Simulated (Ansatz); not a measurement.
**The atomisation energy (no zero-point term) down a group: Li to K**

One atom is swapped for its congeners: CH3LiS `[Li][S]C`; CH3NaS `C[S][Na]`; CH3KS `C[S][K]`. All are singlets with charge 0.

Shapes, held fixed at every level: PBE0-D4/def2-TZVP. Programs: Ansatz 0.2.0. Values in eV.

| level | CH3LiS | CH3NaS | CH3KS |
| --- | --- | --- | --- |
| SPW92/def2-TZVPP | 22.17 | 21.54 | 21.57 |
| PBE-D4/def2-TZVPP | 19.85 | 19.29 | 19.34 |
| B3LYP-D4/def2-TZVPP | 19.58 | 18.96 | 19.00 |
| wB97M-V/def2-TZVPP | 19.80 | 19.16 | 19.23 |
| B2PLYP/def2-TZVPP | 19.35 | 18.74 | 18.75 |
| CCSD(T)/def2-SVP | 18.24 | 17.71 | 17.61 |
| CCSD(T)/def2-TZVPP | 19.05 | 18.47 | 18.47 |

At CCSD(T)/def2-TZVPP the atomisation energy falls at every step, from 19.05 to 18.47 eV. 2 of 7 levels show this order throughout; 2 agree on the largest and the smallest. Correlated rows may include outer-core shells of K, Li, Na, which these sets cover unevenly.
